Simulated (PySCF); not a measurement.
SMILES C[O][Cd][C](C)(C)C (C₅H₁₂CdO) (GFN2-xTB optimised geometry):

```
19

Cd    -0.674    -0.764     0.000
C      1.537    -0.764     0.000
C      1.924    -0.036     1.284
C      2.213    -2.129    -0.072
C      1.909     0.087    -1.211
H      2.999     0.165     1.296
H      1.686    -0.636     2.167
H      1.400     0.921     1.352
H      1.954    -2.748     0.786
H      1.940    -2.662    -0.983
H      3.299    -1.998    -0.074
H      1.660    -0.425    -2.145
H      1.381     1.044    -1.178
H      2.984     0.291    -1.215
O     -1.429     1.180     0.000
C     -2.733     1.649    -0.012
H     -2.705     2.748    -0.029
H     -3.294     1.320    -0.903
H     -3.299     1.348     0.886
```

Level of theory: PBE0/def2-SVP, def2 effective core potentials past Kr (PySCF).

Q: What are the frontier orbital energies and the dipole moment?

A: HOMO-2 -7.08 eV, HOMO-1 -6.19 eV, HOMO -6.02 eV, LUMO -2.30 eV, LUMO+1 -0.08 eV; dipole moment 2.81 D.
